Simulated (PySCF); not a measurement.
Nuclear quadrupole coupling in `c1ccc2[n-]nnc2c1`

C₆H₄N₃ (charge -1).
Structure used (GFN2-xTB), in Å, numbered top down from 1:
```
atom  x, y, z in Å
C1    -1.500   -0.654    0.012
C2    -1.455    0.749   -0.032
C3    -0.263    1.434   -0.046
C4     0.915    0.689   -0.018
N5     2.224    1.030   -0.023
N6     2.905   -0.093    0.013
N7     2.153   -1.170    0.042
C8     0.869   -0.746    0.024
C9    -0.355   -1.413    0.041
H10   -2.470   -1.142    0.023
H11   -2.393    1.297   -0.054
H12   -0.237    2.517   -0.076
H13   -0.397   -2.496    0.076
```

Field gradients from the PBE0/pcSseg-1 density (PySCF, non-relativistic), principal values in atomic units, ordered |Vxx| ≤ |Vyy| ≤ |Vzz|:

```json
{"atom": "N5", "Vxx": "0.2516", "Vyy": "0.6495", "Vzz": "-0.9011"}
{"atom": "N6", "Vxx": "0.5156", "Vyy": "0.6567", "Vzz": "-1.1723"}
{"atom": "N7", "Vxx": "0.2516", "Vyy": "0.6492", "Vzz": "-0.9009"}
```

Q: Find the asymmetry η = (Vxx − Vyy)/Vzz and the couplings χ = eQV/h (234.96 MHz × Q in barn × V in au), with Q(14N) = 0.02044 b.

A: 
```json
{"atom": "N5", "environment": "nitrogen bonded to C and N", "nucleus": "14N", "η": "0.44", "χzz (MHz)": "-4.328", "χxx (MHz)": "1.209", "χyy (MHz)": "3.119"}
{"atom": "N6", "environment": "ring nitrogen", "nucleus": "14N", "η": "0.12", "χzz (MHz)": "-5.63", "χxx (MHz)": "2.48", "χyy (MHz)": "3.15"}
{"atom": "N7", "environment": "nitrogen bonded to C and N", "nucleus": "14N", "η": "0.44", "χzz (MHz)": "-4.327", "χxx (MHz)": "1.208", "χyy (MHz)": "3.118"}
```

The tensor is traceless: Vxx + Vyy + Vzz = 0.

Q: What is Vzz at N5 in SI units (1 au = 9.71736 × 10²¹ V/m²)?

A: -0.9011 au = -8.757 × 10²¹ V/m².

Geometry: GFN2-xTB; no solvent, vibrations or thermal averaging. The pcSseg-1 basis has no diffuse functions, a weakness for an anion. GFN2-xTB bond lengths can be off by several hundredths of an ångström, more for odd bonds, and the gradients follow them. The basis is small and wasn't made for field gradients, so the couplings can be 20 % off.
